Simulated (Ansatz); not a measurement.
Gas-phase electronic energies from Ansatz, PBE0-D4/def2-TZVP geometries. CCSD(T)/CBS adds triple-zeta CCSD(T) − MP2 to the extrapolated MP2 energy (def2 sets, frozen cores). This one scheme is used for every species. Functionals use def2-TZVPP. B3LYP here is the variant with VWN-RPA as its local correlation; programs differ in this. One conformer a species, not always the lowest.

Consider the ligand exchange at a B–C bond: `CCB(S)S` + CH₃OH → `COB(S)S` + `CC`.

`CCB(S)S`:

```xyz
12

C    -0.237    1.212    1.264
C     0.654    0.629    0.173
B     0.101   -0.624   -0.599
S     1.309   -1.639   -1.466
S    -1.673   -0.926   -0.581
H    -0.419    0.485    2.059
H     0.217    2.095    1.719
H    -1.211    1.512    0.868
H     1.646    0.397    0.577
H     0.841    1.394   -0.595
H     0.484   -2.525   -2.047
H    -1.711   -2.010   -1.370
```

CH₃OH:

Cartesian coordinates in Å:
```
C -0.113 0.160 -0.298
O -0.095 -0.163 1.074
H -0.930 0.865 -0.449
H -0.297 -0.716 -0.931
H 0.817 0.641 -0.626
H 0.618 -0.786 1.231
```

`COB(S)S`:

Cartesian coordinates in Å:
```
C -0.417 1.158 -1.067
O 0.535 0.238 -0.568
B 0.271 -0.566 0.484
S -1.347 -0.503 1.321
S 1.545 -1.720 1.065
H -0.694 1.887 -0.300
H 0.038 1.678 -1.908
H -1.317 0.640 -1.409
H -1.075 -1.449 2.232
H 2.460 -1.362 0.149
```

`CC`:

```xyz
8

C     0.486    0.561    0.162
C    -0.486   -0.561   -0.162
H     1.144    0.775   -0.683
H    -0.041    1.485    0.410
H     1.119    0.305    1.015
H    -1.144   -0.775    0.683
H     0.041   -1.485   -0.410
H    -1.119   -0.305   -1.015
```

Task: Is it downhill or uphill in electronic energy at CCSD(T)/CBS, and by how much? (Best estimate.)

Result: Computed: Downhill: ΔE = -27.7 kcal/mol.

Task: What do these levels give: PBE-D4, B3LYP-D4, ωB97M-V, HF/def2-TZVPP, CCSD(T)/def2-TZVPP, HF/CBS(def2)? (Best estimate.)

Result: The calculation gave: PBE-D4 -27.1, B3LYP-D4 -29.2, ωB97M-V -28.5, HF/def2-TZVPP -31.5, CCSD(T)/def2-TZVPP -28.3, HF/CBS(def2) -31.6 kcal/mol.

Largest T1 diagnostic among the species: 0.013.

In def2-TZVPP, CCSD(T) changes the Hartree–Fock value by +3.2 kcal/mol (the triples alone add +0.2 kcal/mol) and MP2 by +3.3 kcal/mol. The D4 term adds +0.8 kcal/mol with B3LYP and +0.5 kcal/mol with PBE0; it sums over pairs of atoms, weighted by their polarisabilities, and B3LYP, whose exchange is more repulsive, gets the larger term.
